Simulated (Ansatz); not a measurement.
Isolated molecules relaxed with PBE0-D4/def2-TZVP in Ansatz; ΔE leaves out vibrations. CCSD(T)/CBS is the MP2 limit (def2-TZVPP, def2-QZVPP) plus CCSD(T) − MP2 in def2-TZVPP, frozen cores. This one scheme is used for every species. DFT in def2-TZVPP. B3LYP here is the variant with VWN-RPA as its local correlation; programs differ in this. One conformer a species, not always the lowest.

Reaction (substitution at a C–C bond): `CC(=O)C(C)C(C)=O` + `OB(F)F` → `CC(=O)OB(F)F` + `CCC(C)=O`

`CC(=O)C(C)C(C)=O`:

Z-matrix (Å, degrees):
```
C
C 1 1.498
H 1 1.093 2 110.2
H 1 1.088 2 110.5 3 123.1
H 1 1.095 2 108.9 3 -116.7
O 2 1.205 1 123.2 3 -133.2
C 2 1.531 1 115.8 3 45.3
C 7 1.518 2 111.7 1 150.7
C 7 1.531 2 105.2 1 -84.5
H 7 1.093 2 108.1 1 27.4
H 8 1.092 7 111.1 2 174.6
H 8 1.091 7 110.1 2 -65.9
H 8 1.090 7 111.1 2 52.9
C 9 1.500 7 117.2 2 -86.8
O 9 1.206 7 120.2 2 90.8
H 14 1.088 9 109.6 7 170.1
H 14 1.093 9 110.2 7 48.1
H 14 1.093 9 110.0 7 -69.4
```

`OB(F)F`:

Z-matrix (Å, degrees):
```
B
O 1 1.345
F 1 1.327 2 122.2
F 1 1.317 2 119.5 3 -180.0
H 2 0.960 1 113.5 3 -0.0
```

`CC(=O)OB(F)F`:

Z-matrix (Å, degrees):
```
C
C 1 1.491
H 1 1.087 2 109.8
H 1 1.092 2 109.6 3 -121.5
H 1 1.092 2 109.6 3 121.3
O 2 1.190 1 126.8 3 -0.9
O 2 1.375 1 110.9 3 177.0
B 7 1.365 2 124.2 1 155.5
F 8 1.313 7 123.3 2 -24.0
F 8 1.315 7 117.6 2 160.1
```

`CCC(C)=O`:

Z-matrix (Å, degrees):
```
C
C 1 1.513
H 1 1.092 2 110.8
H 1 1.091 2 110.9 3 120.5
H 1 1.091 2 110.9 3 -120.6
C 2 1.511 1 113.8 3 179.9
H 2 1.097 1 111.4 3 58.3
H 2 1.097 1 111.4 3 -58.3
O 6 1.206 2 122.0 1 -1.0
C 6 1.506 2 116.3 1 178.9
H 10 1.088 6 110.1 2 178.1
H 10 1.094 6 110.1 2 -60.9
H 10 1.094 6 110.4 2 56.7
```

```json
{"level": "PBE-D4", "ΔE (kJ/mol)": "-4.7", "difference from CCSD(T)/CBS": "-5.5"}
{"level": "r2SCAN-D4", "ΔE (kJ/mol)": "-8.5", "difference from CCSD(T)/CBS": "-9.3"}
{"level": "PBE0-D4", "ΔE (kJ/mol)": "-6.2", "difference from CCSD(T)/CBS": "-7.0"}
{"level": "B3LYP-D4", "ΔE (kJ/mol)": "-8.6", "difference from CCSD(T)/CBS": "-9.4"}
{"level": "ωB97X-V", "ΔE (kJ/mol)": "-8.9", "difference from CCSD(T)/CBS": "-9.7"}
{"level": "ωB97M-V", "ΔE (kJ/mol)": "-6.2", "difference from CCSD(T)/CBS": "-7.0"}
{"level": "B2PLYP", "ΔE (kJ/mol)": "-11.5", "difference from CCSD(T)/CBS": "-12.3"}
{"level": "PBE", "ΔE (kJ/mol)": "-11.8", "difference from CCSD(T)/CBS": "-12.6"}
{"level": "r2SCAN", "ΔE (kJ/mol)": "-10.8", "difference from CCSD(T)/CBS": "-11.6"}
{"level": "PBE0", "ΔE (kJ/mol)": "-12.6", "difference from CCSD(T)/CBS": "-13.4"}
{"level": "B3LYP", "ΔE (kJ/mol)": "-19.5", "difference from CCSD(T)/CBS": "-20.3"}
{"level": "HF/def2-TZVPP", "ΔE (kJ/mol)": "-29.5", "difference from CCSD(T)/CBS": "-30.3"}
{"level": "MP2/def2-TZVPP", "ΔE (kJ/mol)": "4.5", "difference from CCSD(T)/CBS": "3.7"}
{"level": "SCS-MP2/def2-TZVPP", "ΔE (kJ/mol)": "-1.6", "difference from CCSD(T)/CBS": "-2.4"}
{"level": "CCSD/def2-TZVPP", "ΔE (kJ/mol)": "-4.4", "difference from CCSD(T)/CBS": "-5.2"}
{"level": "CCSD(T)/def2-TZVPP", "ΔE (kJ/mol)": "-0.9", "difference from CCSD(T)/CBS": "-1.7"}
{"level": "HF/def2-QZVPP", "ΔE (kJ/mol)": "-30.0", "difference from CCSD(T)/CBS": "-30.8"}
{"level": "MP2/def2-QZVPP", "ΔE (kJ/mol)": "5.3", "difference from CCSD(T)/CBS": "4.5"}
{"level": "SCS-MP2/def2-QZVPP", "ΔE (kJ/mol)": "-0.7", "difference from CCSD(T)/CBS": "-1.5"}
{"level": "HF/CBS(def2)", "ΔE (kJ/mol)": "-30.1", "difference from CCSD(T)/CBS": "-30.9"}
{"level": "MP2/CBS(def2)", "ΔE (kJ/mol)": "6.3", "difference from CCSD(T)/CBS": "5.5"}
{"level": "CCSD/CBS(def2)", "ΔE (kJ/mol)": "-2.7", "difference from CCSD(T)/CBS": "-3.5"}
{"level": "CCSD(T)/CBS", "ΔE (kJ/mol)": "0.8", "difference from CCSD(T)/CBS": "0"}
```

Largest T1 diagnostic among the species: 0.014.

The D4 term adds +10.8 kJ/mol with B3LYP and +6.4 kJ/mol with PBE0; it sums over pairs of atoms, weighted by their polarisabilities, and B3LYP, whose exchange is more repulsive, gets the larger term. In def2-TZVPP, CCSD(T) changes the Hartree–Fock value by +28.5 kJ/mol (the triples alone add +3.5 kJ/mol) and MP2 by +34.0 kJ/mol.

CCSD(T)/CBS has its own doubt, a few kJ/mol and more with outer-core shells, so smaller differences from it don't rank the levels.
